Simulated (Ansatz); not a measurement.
`[Cl][Mg][Br]` + HBr → `[Br][Mg][Br]` + HCl at 500 K and 1 bar (ligand exchange at a Mg–Cl bond).

Calculated with Ansatz (gas phase, PBE0-D4/def2-TZVP geometries, no zero-point term in ΔE). CBS: MP2 limit from def2 TZ/QZ plus the TZ coupled-cluster correction, frozen cores. This one scheme is used for every species. For Br, Mg outer-core shells are correlated without core-valence functions, which leaves a few kJ/mol of doubt a bond. Scalar relativity is left out up to krypton.

```
       species  CCSD(T)/CBS energy (Eh)  H − E (kJ/mol)  S (J/(mol·K))
`[Cl][Mg][Br]`              -3233.14611            32.4          319.7
           HBr              -2573.91920            30.5          213.7
`[Br][Mg][Br]`              -5346.68760            32.1          325.9
           HCl               -460.38127            32.5          201.9
```

H − E and S are ideal-gas, rigid-rotor, harmonic terms from PBE0-D4/def2-TZVP. 1 Eh = 2625.50 kJ/mol, R = 8.31446 J/(mol·K).

Q: By hand: ΔE, ΔH, ΔS and ΔG.

A: ΔE = (-5346.68760) + (-460.38127) − (-3233.14611) − (-2573.91920) = -0.00356 Eh = -9.3 kJ/mol. Δ(H − E) = 32.1 + 32.5 − 32.4 − 30.5 = 1.7, so ΔH = -7.6 kJ/mol. ΔS = 325.9 + 201.9 − 319.7 − 213.7 = -5.6 J/(mol·K). ΔG = -7.6 − 500 × (-5.6)/1000 = -4.8 kJ/mol.

Q: By hand: the equilibrium constant, and the temperature at which ΔG would vanish if ΔH and ΔS stayed fixed.

A: log₁₀ K = −ΔG/(RT ln 10) = 0.5. ΔG = 0 at ΔH/ΔS = 1357 K, though so small a ΔH makes that figure unsure.

TΔS isn't small against ΔH here. The sign of ΔG lies within the doubt. A doubt of 5 kJ/mol in ΔE shifts log₁₀ K by 0.5 here. These are equilibria of isolated gas molecules and say nothing of rates. Largest T1 diagnostic: 0.006 (customary marks: 0.02 for closed shells, 0.045 for open ones).
